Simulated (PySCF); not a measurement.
Species: C7H8O.
Bonds: C1–C2 (double), C2–C3, C3–C4, C4–C5 (aromatic), C5–C6 (aromatic), C6–O7 (aromatic), O7–C8 (aromatic), C4–C8 (aromatic). Hydrogens: H9, H10 on C1; H11 on C2; H12, H13 on C3; H14 on C5; H15 on C6; H16 on C8.

A linear-response calculation (PySCF, def2-SVPD basis, gas phase, vertical, core orbitals frozen in the response) gave these numbers; the functional is withheld.

Orbital energies (eV): HOMO-3 -11.33, HOMO-2 -9.32, HOMO-1 -8.82, HOMO -7.89, LUMO 1.01, LUMO+1 1.48, LUMO+2 1.69.

```tsv
state	E (eV)	f	main configurations (H = HOMO, L = LUMO)
S1	6.13	0.124	H→L (84%), H→L+2 (9%)
S2	6.52	0.010	H→L+1 (79%), H→L+3 (10%)
S3	6.79	0.0083	H-1→L (23%), H→L+3 (16%), H-2→L (16%)
S4	6.91	0.134	H→L+2 (51%), H-1→L (15%), H→L+3 (13%)
S5	7.16	0.028	H→L+4 (59%), H→L+2 (11%), H→L+3 (8%)
S6	7.30	0.422	H-1→L (48%), H→L+2 (10%), H-2→L (9%)
```

Triplets, Tamm–Dancoff:

```csv
state,E (eV),λ (nm),"main configurations (H = HOMO, L = LUMO)"
T1,4.04,307.2,"H→L (55%), H→L+2 (26%)"
T2,4.38,283.2,"H-1→L (46%), H-1→L+2 (22%), H-2→L (12%)"
T3,5.25,236.1,"H-2→L (22%), H→L+7 (17%), H-2→L+2 (9%)"
T4,6.25,198.4,"H→L+7 (18%), H-2→L (16%), H→L+1 (12%)"
```

Vertical ionisation energy by ΔSCF with the same functional: 8.64 eV. Mean static polarisability: 83.7 au.

Question: Name the functional.
A. PBE
B. PBE0
C. CAM-B3LYP
D. HF

Answer: C. CAM-B3LYP is range-separated, 19% exact exchange at short range and 65% at long range (ω = 0.33 bohr⁻¹). In this run −ε(HOMO) = 7.89 eV differs from the ΔSCF value by -0.75 eV, and S1 differs from the orbital gap of 8.90 eV by -2.76 eV. The ratio −ε(HOMO)/IP is 0.91. Small neutral molecules mostly give 0.85 to 0.93 with CAM-B3LYP, 0.5 to 0.7 with PBE, 0.7 to 0.83 with PBE0; Hartree–Fock can't fall below 1, since the ion's relaxation only lowers the ΔSCF value. The other options: PBE, a GGA without exact exchange; HF, time-dependent Hartree–Fock, 100% exact exchange; PBE0, a global hybrid with 25% exact exchange.

Computed, not measured: TDDFT CAM-B3LYP/def2-SVPD, vertical, gas phase, core orbitals frozen in the response in PySCF 2.14.0, density-fitted response routines. One conformer (not necessarily the lowest) at the PBE0-D3(BJ)/def2-SVP geometry, without solvent, vibrations or thermal averaging.

On one thread, Arm Neoverse V1 (shared host), this took 3.1 min.

Shape of the structure used: `[CH2:1]=[CH:2][CH2:3][c:4]1[cH:5][cH:6][o:7][cH:8]1`: C1–C2–C3–C4 120°, C2–C3–C4–C5 -57°.
